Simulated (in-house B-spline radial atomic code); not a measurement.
**BHandHLYP excitations of Ar⁶⁺**

Method: BHandHLYP. Computed with a B-spline radial code for spherical atoms: linear response of the closed shell [Ne] 3s2 with the functional's adiabatic kernel; scalar-relativistic (spin-free one-electron X2C), finite nucleus, no spin-orbit coupling, no double excitations, S, P, D and F terms only.

Command:
```bash
python run_td.py task.json out
```
Settings (radii: box in bohr, nucleus in fm):
```
Z                        18
electrons                12
configuration            [Ne] 3s2
hamiltonian              x2c
method                   bhandhlyp
box_radius               14.35
rms_radius               3.4274
intervals                71
```

Cost of the run: 0.3 s on 1 thread of Intel(R) Xeon(R) 6975P-C (Granite Rapids), with other jobs on the host.

The lowest states, in the order of their Tamm-Dancoff energies; the method's threshold (minus the highest occupied level) is 119.79 eV. Labels give the largest channel, * marks a mixed state, and oscillator strengths are full-response dipole values. Semilocal kernels can invert the small singlet-triplet splittings of Rydberg terms. Energies in eV:

| state | full response | Tamm-Dancoff | oscillator strength |
| --- | --- | --- | --- |
| 3s → 3p 3P | ? | ? | - |
| 3s → 3p 1P | 21.153 | 21.838 | 1.18 |
| 3s → 3d 3D | 38.18 | 38.28 | - |
| 3s → 3d 1D | 41.86 | 41.88 | - |
| 3s → 4s 3S | 62.31 | 62.31 | - |
| 3s → 4s 1S | 64.33 | 64.37 | - |
| 3s → 4p 3P | 68.67 | 68.68 | - |
| 3s → 4p 1P | ? | ? | ? |
| 3s → 4d 3D | 77.08 | 77.08 | - |
| 3s → 4d 1D | 77.65 | 77.66 | - |
| 3s → 4f 3F | 79.69 | 79.70 | - |
| 3s → 4f 1F | 80.66 | 80.67 | - |
| 3s → 5s 3S | 87.16 | 87.16 | - |
| 3s → 5s 1S | 87.79 | 87.80 | - |
| 3s → 5p 3P | 89.96 | 89.96 | - |
| 3s → 5p 1P | 90.30 | 90.30 | 0.0699 |
| 3s → 5d 3D | 93.73 | 93.73 | - |
| 3s → 5d 1D | 93.97 | 93.97 | - |

(1) Where does 3s → 4p 1P lie?

(2) Where does 3s → 3p 3P lie?

(3) How large is the singlet-triplet splitting of 3s → 3p (P terms) in Tamm-Dancoff?

(4) What polarisabilities and dispersion coefficient does the method give?

## Answers

(1) At 69.64 eV in full response, 69.67 eV in Tamm-Dancoff, oscillator strength 0.189.

(2) At 12.802 eV in full response, 13.337 eV in Tamm-Dancoff.

(3) 8.5 eV, from the unrounded values.

(4) Dipole 2.042 bohr³, quadrupole 1.712 bohr⁵, C6 2.608 hartree·bohr⁶ for two such species.
